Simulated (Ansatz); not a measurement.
Ligand exchange: C2H7BO2 + SeH(CF3) → B(CH3)(OH)2 + Se(CF3)(CH3)

Species: C2H7BO2 `COB(C)O`, singlet; SeH(CF3), singlet; B(CH3)(OH)2 (methylboronic acid), singlet; Se(CF3)(CH3), singlet. The partners trade CH3 for H: O–CH3 and Se–H bonds give way to O–H and Se–CH3.

Shapes, held fixed at every level: PBE0-D4/def2-TZVP. Flexible molecules stand in one conformer, not always the lowest. Programs: Ansatz 0.2.0. The zero-point and thermal change to 298 K, harmonic and unscaled (PBE0-D4/def2-TZVP), is +4.2 kJ/mol.

| level | kind | ΔH(298 K) (kJ/mol) | less CCSD(T)/def2-TZVPP | CPU time (sum over the molecules) |
| --- | --- | --- | --- | --- |
| HF/def2-TZVPP | Hartree–Fock | -35.9 | +10.0 | – |
| SPW92/def2-TZVPP | LDA | -37.9 | +8.0 | 17 s |
| PBE-D4/def2-TZVPP | GGA | -45.1 | +0.8 | 30 s |
| BHLYP-D4/def2-TZVPP | global hybrid | -40.5 | +5.4 | 37 s |
| PBE0-D4/def2-TZVPP | global hybrid | -44.9 | +1.0 | 37 s |
| r2SCAN0-D4/def2-TZVPP | global hybrid | -44.9 | +1.0 | 56 s |
| MP2/def2-SVP | perturbation theory | -33.5 | +12.4 | – |
| CCSD(T)/def2-TZVPP | coupled cluster or CI | -45.9 | 0.0 | 32 min |

The highest level, CCSD(T)/def2-TZVPP, gives ΔH(298 K) = -45.9 kJ/mol; the levels span -45.9 to -33.5. The column of differences is taken from that level and isn't an error. No measured value is set beside it here. Relativity is left out for Se unless named. Correlated rows may include outer-core shells of Se, which these sets cover unevenly. Times are processor times on shared x86 and Arm servers, and rough.
